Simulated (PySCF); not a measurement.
**Electron correlation in Bi(3+) (bismuth, charge +3)**

[Xe] 4f14 5d10 6s2, closed-shell 1S. Computed with PySCF 2.14 in aug-cc-pVTZ-PP with ECP60MDF, with a scalar-relativistic core potential. Frozen: 5s2 5p6 5d10; 2 electrons correlated.

With two correlated electrons CCSD is exact within the correlated space (frozen core and kept virtual orbitals).

```
level  correlation energy (mhartree)
 CCSD                         -27.18
```

Diagnostics: T1 = 0.0017, D1 = 0.0023, largest double amplitude 0.075.

Task: Is a single reference adequate?

Result: Mostly. T1 lies below 0.03, but a double amplitude of this size points to a near-degeneracy that CCSD handles and MP2 describes poorly.
